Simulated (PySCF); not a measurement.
Mapped SMILES: `[CH2:1]=[C:2]1[CH:3]=[CH:4]/[C:5]1=[C:6](\[CH3:7])[O:8][SiH3:9]`. Each H is labelled by its parent atom. Ha(C1) is cis to C3; Hb(C1) is trans to C3.

PySCF 2.14 calculation with coordinates at the PBE0-D3(BJ)/def2-SVP level and σ from GIAO-HF/pcSseg-1; averaged over atoms made equivalent by symmetry, fast rotation or ring inversion, one conformer, no solvent model, non-relativistic Hamiltonian.

List the cross peaks expected in HSQC, COSY and HMBC spectra.

Results:



HSQC (one-bond C–H):
```csv
δH,δC
7.07 (H(C4)),153.0 (C4)
6.79 (H(C3)),148.5 (C3)
5.30 (Hb(C1)),104.0 (C1)
4.95 (Ha(C1)),104.0 (C1)
1.95 (H(C7)),17.1 (C7)
```

COSY cross peaks (H two or three bonds apart, from the bond graph; peaks can be absent where the dihedral angle is near 90°):
```csv
δH,δH
7.07 (H(C4)),6.79 (H(C3))
5.30 (Hb(C1)),4.95 (Ha(C1))
```

HMBC (two and three bonds, from the bond graph):
```csv
δH,δC
7.07 (H(C4)),"153.0 (C2), 148.5 (C3), 137.8 (C6), 126.3 (C5)"
6.79 (H(C3)),"153.0 (C2), 153.0 (C4), 126.3 (C5), 104.0 (C1)"
5.30 (Hb(C1)),"153.0 (C2), 148.5 (C3), 126.3 (C5)"
4.95 (Ha(C1)),"153.0 (C2), 148.5 (C3), 126.3 (C5)"
4.46 (H(Si9)),137.8 (C6)
1.95 (H(C7)),"137.8 (C6), 126.3 (C5)"
```

Referencing at the same level of theory: TMS for $^{1}$H (σref 31.69), $^{13}$C (σref 190.85).

Short H···H contacts in this conformer between protons four or more bonds apart (candidates for NOE cross peaks, intensity ∝ r⁻⁶): H(C4)···H(C7) 2.65 Å.

Shifts are as computed. Against solution values, carbons near 30 ppm lie about -0 ppm off and those near 130 ppm about +7 ppm. Of 1211 compounds with measured shifts, 218 miss one by over three times the rms of a fit or turn the order of signals round; such compounds aren't used in these exercises.
